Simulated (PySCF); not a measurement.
# What a mistake does to a calculation on FH5NSi2

All numbers below are calculated, not measured. The program is PySCF 2.14.0, an open-source quantum chemistry code, run on an isolated molecule that a program drew, which may never have been made. The molecule is FH5NSi2 (charge 0, doublet), drawn as the SMILES string `F[SiH]N[SiH3]`.

Each row is a Hartree-Fock (HF) and frozen-core CCSD(T) single point in the cc-pV(D+d)Z basis, meant for a local HF minimum. Run 1 is clean. Each other run has one planted mistake out of seven kinds, and not every kind appears here: one electron removed, one electron added, multiplicity raised by two, geometry at a saddle point, minimal basis STO-3G, one bond length entered in bohr, all coordinates scaled. The reference is restricted for singlets and unrestricted otherwise, and also for a bond in bohr. Adding or removing an electron swaps singlet and doublet. Electrons count all cores. HOMO and LUMO are orbital energies over both spins, the gradient is its largest component, and the lowest frequency (negative if imaginary) is given only where the gradient is small. Bond lengths are over the 8 bonds as drawn. T1 is the CCSD diagnostic: over 0.02 (restricted) or 0.045 (unrestricted) a single reference is doubtful.

Geometry of the clean run:
```xyz
9
FH5NSi2, angstrom
F    -0.0321   -0.6178   -3.9464
Si    1.3558   -0.0803   -3.2996
N     1.1078   -0.2247   -1.6097
Si   -0.2506   -0.9159   -0.7531
H     2.4360   -0.9507   -3.8310
H     1.8072    0.1961   -1.0226
H    -1.4897   -0.1317   -0.9402
H    -0.5026   -2.3030   -1.1936
H     0.1105   -0.9061    0.6823
```

```
run  electrons  basis functions  <S^2>  HOMO (eV)  LUMO (eV)  gradient (hartree/bohr)  lowest frequency (cm^-1)  mean bond (Å)  longest bond (Å)      T1  HF (hartree)  CCSD(T) (hartree)                     mistake
  1         49               99  0.754      -9.06       1.73                  2.7e-05                        55         1.5015             1.748  0.0141    -734.74512         -735.33705                    no fault
  2         50               99  0.000      -0.16       8.11                  1.0e-01                         -         1.5015             1.748  0.0139    -734.71366         -735.33466          one electron added
  3         49               33  0.754      -5.61       6.17                  2.8e-02                         -         1.5015             1.748  0.0153    -725.89601         -726.07033        minimal basis STO-3G
  4         48               99  0.000     -16.57      -7.11                  8.6e-02                         -         1.5015             1.748  0.0228    -734.44576         -735.04946        one electron removed
  5         49               99  3.761      -2.90      -1.20                  9.6e-02                         -         1.5015             1.748  0.0358    -734.50108         -735.08108  multiplicity raised by two
  6         49               99  1.577      -8.28       1.14                  2.1e-02                         -         1.6959             3.304  0.0669    -734.61746         -735.20492                           ?
```

**Which mistake was planted in run 6, and what did it cost?**

The mean bond changes by a factor of 1.129 and the longest by 1.890, so the molecule wasn't scaled as a whole. A length L in bohr read as angstrom grows by (1/0.5292 - 1) L = 0.890 L. The 8 bonds together grew by 8 x 0.1944 = 1.555 Å, which gives L = 1.748 Å. That is bond N3-Si4, 1.748 Å in the clean geometry. So the mistake is: one bond length entered in bohr. Subtracting run 1 and multiplying by 627.51 kcal/mol a hartree, the energy moved by 80.1 kcal/mol in HF and 82.9 kcal/mol in CCSD(T).

Cautions from the logs. Run 2: the added electron raises the CCSD(T) energy, so it isn't bound in this basis; run 4: T1 is over the limit, so its CCSD(T) energy is less reliable; run 6: T1 is over the limit, so its CCSD(T) energy is less reliable.
